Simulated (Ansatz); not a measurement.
## Ansatz (development build ahead of 0.2.0) run

```yaml
crystal:
  periodic: [false, false, false]
  atoms:
    - { symbol: C, position_ang: [1.0001, 0.00734, -0.00095] }
    - { symbol: C, position_ang: [0.25342, 1.22538, 0.0024] }
    - { symbol: C, position_ang: [-1.13509, 1.20073, -0.00301] }
    - { symbol: C, position_ang: [-1.83851, -0.0087, -0.00492] }
    - { symbol: C, position_ang: [-1.14075, -1.20371, 0.00104] }
    - { symbol: C, position_ang: [0.2463, -1.22052, -0.00653] }
    - { symbol: C, position_ang: [2.39834, -0.00315, 0.00896] }
    - { symbol: H, position_ang: [0.78716, 2.15997, 0.00137] }
    - { symbol: H, position_ang: [-1.68509, 2.15024, -0.00324] }
    - { symbol: H, position_ang: [-2.92991, 0.00439, 0.00896] }
    - { symbol: H, position_ang: [-1.68438, -2.14929, 0.00221] }
    - { symbol: H, position_ang: [0.7967, -2.16908, 0.00872] }
    - { symbol: H, position_ang: [2.95978, -0.94463, -0.00465] }
    - { symbol: H, position_ang: [2.95773, 0.93249, 0.00739] }
basis:
  gaussian: { orbitals: cc-pVDZ }
magnetization:
  spin_polarized: true
  initial_magnetization: 1
hamiltonian:
  xc: hf
correlation:
  method: mp2
  frozen_orbitals: { C: 1, H: 0 }
```

The input is written out in the form of the current development build from the run's settings.

The run gave:

```
Converged                       : yes
Reference energy                : -269.16032 hartree
Correlation energy              : -0.84583 hartree
Total energy                    : -270.00615 hartree
Spin squared of the determinant : 1.349
```

Caution: the unrestricted determinant is spin contaminated.
